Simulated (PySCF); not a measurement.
## Shifts of the heteroatoms

Structure with atom numbers: `[N:1]#[C:2][C@@H:3]1[C@@H:4]2[CH2:5][SiH2:6][C@H:7]1[CH2:8][O:9]2` (H(Xn): hydrogen on atom n). Ha(C5), Ha(Si6), Ha(C8) are cis to C2 on the ring; Hb(C5), Hb(Si6), Hb(C8) are trans to C2 on the ring.

How the numbers were obtained: NMR shieldings at PBE0/pcSseg-1/GIAO, structure optimised with GFN2-xTB, in PySCF 2.14 (single conformer, no solvent, non-relativistic).

Question: Where does ²⁹Si resonate?

Answer: 
```
atoms                                       environment  σ (ppm)  δ (ppm)
  Si6  silicon bonded to 2 C, 2 H, in a 5-membered ring    384.7    -36.2
```

Shieldings were converted by a linear fit to measured shifts: ²⁹Si (scatter 8.9 ppm rms, 25.8 ppm with the 6 outliers that the fit left out vs TMS, solution or neat liquid). Occasional misses reach two or three times the rms, and more in compound classes unlike the fitted ones.

On a 500 MHz spectrometer ²⁹Si resonates near 99.3 MHz, so 1 ppm is 99.3 Hz.

Question: Predict the ¹⁵N NMR data.

Answer: 
| atoms | environment | σ (ppm) | δ (ppm) |
| --- | --- | --- | --- |
| N1 | nitrile nitrogen | -40.7 | -110.5 |

Shieldings were converted by a linear fit to measured shifts: ¹⁵N: δ = -148.07 − 0.921σ (rms 6.3 ppm, 71 shifts vs CH3NO2, solution or neat liquid). A few per cent of atoms miss by over 2 rms, more outside the fitted compound classes.

On a 300 MHz spectrometer ¹⁵N resonates near 30.4 MHz, so 1 ppm is 30.4 Hz.

Question: What are the ¹⁷O shifts?

Answer: 
```csv
atoms,environment,σ (ppm),δ (ppm)
O9,ether oxygen,271.3,19.5
```

Shieldings were converted by a linear fit to measured shifts: ¹⁷O: δ = 266.70 − 0.911σ (rms 10.7 ppm, 155 shifts, 12.2 ppm with the 3 outliers that the fit left out vs liquid water, solution or neat liquid). Occasional misses reach two or three times the rms, and more in compound classes unlike the fitted ones.

On a 300 MHz spectrometer ¹⁷O resonates near 40.7 MHz, so 1 ppm is 40.7 Hz.
